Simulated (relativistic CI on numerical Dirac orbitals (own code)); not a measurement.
Calculated at this level of theory: Dirac-Coulomb-Breit CI, separate exchange-only KLI orbitals for each configuration, model QED, unscaled Slater integrals (own radial code, finite nucleus).

Configuration list (outside the closed core 1s2): 2s², 2s2p, 2p², 2p3s, 2p3p, 2s3s, 2s3p, 2s3d, 2s4s, 2s4p, 2s4d, 2s4f, 2s5s, 2s5p, 3s², 2s5d, 2s5f, 2s5g, 3s3p, 3p². Levels of other configurations are missing.

At this charge energies of transitions that change n are usually good to better than 1 %, and those within a shell (Δn = 0) to a few per cent.

Outline of the computed level scheme of Zn XXVII. Lowest level of each configuration: 2s² ¹S0 at 0.00 eV; 2s2p ³P°0 at 50.91 eV; 2p² ³P0 at 142.40 eV; 2s3s ³S1 at 1508.78 eV; 2s3p ³P°0 at 1533.94 eV; 2s3d ³D1 at 1554.34 eV; 2p3s ³P°0 at 1573.38 eV; 2p3p ³D1 at 1589.44 eV; 2s4s ³S1 at 2026.93 eV.

Some strong electric-dipole decays among the lowest 36 levels: 2s3d ³D3 → 2s2p ³P°2 (4.1e+13 s⁻¹); 2s3d ³D2 → 2s2p ³P°1 (3.2e+13 s⁻¹); 2s3d ¹D2 → 2s2p ¹P°1 (3.1e+13 s⁻¹); 2s3d ³D1 → 2s2p ³P°0 (2.5e+13 s⁻¹); 2s3d ³D1 → 2s2p ³P°1 (1.8e+13 s⁻¹); 2s3p ¹P°1 → 2s² ¹S0 (1.5e+13 s⁻¹); 2p3p ¹S0 → 2s2p ¹P°1 (1.4e+13 s⁻¹); 2p3p ³P0 → 2s2p ³P°1 (1.3e+13 s⁻¹).

LS names give the leading component of a level, which can be under half, so a name can repeat, a term be missing and a line seem to break the LS rules.
